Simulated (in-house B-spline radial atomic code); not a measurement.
How numerical settings move a run on Nd II (Nd+), [Xe] 4f4 6s1. Computed with an all-electron radial atomic-structure program (B-spline basis): scalar-relativistic (X2C) OLYP, spin-polarised, spherical fractional occupations, Fermi nucleus of rms radius 4.9123 fm.

Command:
```bash
python run_scf.py task.json out
```
Settings of the sound reference run:
```
Z                60
electrons        59
configuration    [Xe] 4f4 6s1
hamiltonian      x2c
method           optx,lyp
spin_polarised   True
nucleus          fermi
rms_radius       4.9123
mass_number      142
atomic_mass      141.9077
speed_of_light   137.036
knot_spacing     0.22
spline_order     8
gauss_points     12
box_radius       35.29
max_iterations   70
damping          0.5
damped_steps     3
diis_vectors     10
tolerance        1e-08
start            Thomas-Fermi
```

Run time, properties included: 0.31 s on 1 thread of Intel(R) Xeon(R) 6975P-C, on a shared host.

It converges in 12 iterations to -9626.264599 hartree, with 6s up at -8.22145 eV. The other runs change the listed settings, some to values that make no sense; their results aren't properties of the atom or ion. Radii are in bohr (the nuclear one in fm), a minus after a letter asks for a j subshell, and «unchanged» means within 1e-8 hartree. The run stops when the residual is below 10 × tolerance × max(1, Z/10), or a noise floor if that is larger, and the energy moves by less than 1e-8 × √|E| hartree; so very loose and very tight tolerances often act alike.

```tsv
changed settings	outcome
spline_order = 10	converged in 12 iterations, energy -1.24e-05 hartree from the reference, 6s up level -6.5e-05 eV
box_radius = 70.58	converged in 12 iterations, energy -1.86e-07 hartree from the reference
spline_order = 4	converged in 12 iterations, energy +6.29e-03 hartree from the reference, 6s up level +2.3e-04 eV
first_knot = 0.005	converged in 12 iterations, energy -3.68e-01 hartree from the reference, 6s up level -4.4e-04 eV
first_knot = 0.0167	converged in 12 iterations, energy +8.77e-01 hartree from the reference, 6s up level +8.2e-04 eV
knot_spacing = 0.1, spline_order = 5, gauss_points = 5, max_iterations = 75, tolerance = 1e-10	converged in 12 iterations, energy -2.80e-05 hartree from the reference, 6s up level -5.6e-05 eV
electrons = 62, configuration = [Xe] 4f4 6s1 7s3, max_iterations = 100	stopped with error: shell 7s holds at most 1 electrons (per spin)
first_knot = 0.05	converged in 12 iterations, energy +1.04e+01 hartree from the reference, 6s up level +9.2e-03 eV
gauss_points = 16, max_iterations = 3, damping = 0.95	not converged after 3 iterations, last residual 6.1e-01, last energy +1.21e+01 hartree from the reference
spline_order = 6	converged in 12 iterations, energy +2.15e-05 hartree from the reference, 6s up level -4.3e-06 eV
spline_order = 5	converged in 12 iterations, energy +2.16e-04 hartree from the reference, 6s up level +5.8e-05 eV
first_knot = 1.67e-06	converged in 11 iterations, energy +2.86e-06 hartree from the reference, 6s up level -7.3e-06 eV
box_radius = 10.59	converged in 12 iterations, energy +3.30e-04 hartree from the reference, 6s up level +1.9e-02 eV (the program warns: 6s up reaches the box edge; 4f up reaches the box edge)
first_knot = 0.00167	converged in 12 iterations, energy -1.34e-01 hartree from the reference, 6s up level -2.1e-04 eV
electrons = 60, configuration = [Xe] 4f4 6s1 1f1, max_iterations = 50	stopped with error: there is no 1f shell
box_radius = 2.12	converged in 9 iterations, energy +1.38e+01 hartree from the reference, 6s up level +1.7e+02 eV (the program warns: 6s up has a positive eigenvalue: unbound, held by the box; 5s down has a positive eigenvalue: unbound, held by the box)
first_knot = 0.000167	converged in 12 iterations, energy -1.25e-05 hartree from the reference, 6s up level +1.2e-06 eV
hamiltonian = dirac, method = hf, spin_polarised = False, speed_of_light = 45.01633	stopped with error: Z/c is past the critical charge
box_radius = 1.41	converged in 9 iterations, energy +8.27e+01 hartree from the reference, 6s up level +6.6e+02 eV (the program warns: 6s up has a positive eigenvalue: unbound, held by the box; 4d up has a positive eigenvalue: unbound, held by the box)
box_radius = 3.53	converged in 10 iterations, energy +1.04e+00 hartree from the reference, 6s up level +2.4e+01 eV (the program warns: 6s up has a positive eigenvalue: unbound, held by the box; 4d up reaches the box edge)
```

Problem. What happens with spline_order = 7?

Solution. Converged in 12 iterations, energy -1.41e-05 hartree from the reference, 6s up level -6.7e-05 eV.

Problem. What happens with box_radius = 17.64?

Solution. Converged in 12 iterations, energy -8.07e-08 hartree from the reference, 6s up level -1.4e-05 eV (the program warns: 6s up reaches the box edge).

Problem. What happens with box_radius = 7.06?

Solution. Converged in 11 iterations, energy +1.71e-02 hartree from the reference, 6s up level +6.3e-01 eV (the program warns: 6s up reaches the box edge; 5s up reaches the box edge).

Problem. What happens with box_radius = 141.16?

Solution. Converged in 12 iterations, energy +1.51e-08 hartree from the reference, 6s up level +6.7e-07 eV.
